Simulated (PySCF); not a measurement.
SiFCl2, SMILES F[Si](Cl)Cl, multiplicity 2. Atoms are numbered in the order given.

```xyz
4

Si     0.4663     0.3860     0.0000
F     -0.3037     1.8072     0.0000
Cl    -0.1116    -0.6373    -1.6852
Cl    -0.1116    -0.6373     1.6852
```
Charge 0, spin multiplicity 2.

The structure is a stationary point at PBE0-D3(BJ)/def2-SVP.

Computed with PySCF 2.14.0 with TDA-PBE/def2-SVPD.

Vertical excitations. Isolated molecule, no solvent.

```csv
state,energy (eV),λ (nm),f,main pairs
root 1,3.75,330,0.000,β HOMO→LUMO 100 %
root 2,4.03,307,0.006,β HOMO−1→LUMO 99 %
root 3,4.35,285,0.002,β HOMO−2→LUMO 99 %
root 4,4.68,265,0.009,β HOMO−3→LUMO 94 %
root 5,5.41,229,0.074,α HOMO→LUMO 94 %
root 6,5.58,222,0.012,α HOMO→LUMO+1 97 %
root 7,5.61,221,0.000,"α HOMO→LUMO+2 24 %, β HOMO−4→LUMO 75 %"
root 8,5.93,209,0.169,"α HOMO→LUMO+2 73 %, β HOMO−4→LUMO 21 %"
root 9,6.48,191,0.018,"α HOMO→LUMO+3 86 %, β HOMO−5→LUMO 13 %"
root 10,6.61,188,0.009,"α HOMO→LUMO+3 14 %, β HOMO−5→LUMO 83 %"
```
Unrestricted roots are not spin-pure.
